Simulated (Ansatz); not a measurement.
Isolated molecules relaxed with PBE0-D4/def2-TZVP in Ansatz; ΔE leaves out vibrations. CBS: MP2 limit from def2 TZ/QZ plus the TZ coupled-cluster correction, frozen cores. Functionals use def2-TZVPP. B3LYP here is the variant with VWN-RPA as its local correlation; programs differ in this. One conformer a species, not always the lowest.

Consider the formal exchange of groups at the Si–C bond: `O=C[SiH](O)CO` + `FCCCS` → `O=C[SiH](O)CF` + `OCCCS`.

Q: Is it downhill or uphill in electronic energy at CCSD(T)/CBS, and by how much? (Estimate.)

A: The calculation gave: Uphill: ΔE = +0.15 eV.

Q: What do these levels give: PBE-D4, PBE0-D4, B3LYP-D4, ωB97X-V, ωB97M-V, PBE0, MP2/def2-TZVPP, SCS-MP2/def2-TZVPP, HF/def2-QZVPP, MP2/def2-QZVPP, SCS-MP2/def2-QZVPP, HF/CBS(def2)? (An estimate is asked.)

A: The calculation gave: PBE-D4 0.19, PBE0-D4 0.18, B3LYP-D4 0.17, ωB97X-V 0.16, ωB97M-V 0.17, PBE0 0.16, MP2/def2-TZVPP 0.16, SCS-MP2/def2-TZVPP 0.14, HF/def2-QZVPP 0.07, MP2/def2-QZVPP 0.16, SCS-MP2/def2-QZVPP 0.14, HF/CBS(def2) 0.07 eV.

Largest T1 diagnostic among the species: 0.014.

In def2-TZVPP, CCSD(T) changes the Hartree–Fock value by +0.07 eV (the triples alone add +0.01 eV) and MP2 by +0.08 eV. The D4 term adds +0.04 eV with B3LYP and +0.02 eV with PBE0; it sums over pairs of atoms, weighted by their polarisabilities, and B3LYP, whose exchange is more repulsive, gets the larger term.
